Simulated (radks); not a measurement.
Results of a calculation; reference values are marked as such.
Ionisation of the fluorine ion F+, [He] 2s2 2p4, to [He] 2s2 2p3 as the strength of local exchange is varied. Code: a radial shooting solver on a logarithmic mesh with Libxc functionals. Model: non-relativistic Kohn-Sham, Slater X-alpha exchange (alpha = 2/3 is LDA exchange), no correlation, spin-polarised, spherical densities, point nucleus; open shells are filled with parallel spins first.

alpha  E(F+) (hartree)  exchange (hartree)  IE (eV)  -e of the level emptied (eV)  <r> of it (bohr)
0.62         -97.27600            -7.95779   32.092                   23.412 (2p)             1.032
0.629        -97.39158            -8.08116   32.236                   23.555 (2p)             1.030
0.667        -97.88079            -8.60452   32.844                   24.165 (2p)             1.023
0.802        -99.63495           -10.49595   35.063                   26.405 (2p)            0.9992
0.833       -100.04132           -10.93735   35.585                   26.934 (2p)            0.9938
0.895       -100.85804           -11.82805   36.644                   28.010 (2p)            0.9833
0.948       -101.56041           -12.59780   37.563                   28.948 (2p)            0.9745

NIST Atomic Spectra Database: 34.971 eV (measured). The Delta-SCF value meets it near alpha = 0.80. Open shells are spherical and high-spin; term and fine-structure splittings are not resolved.
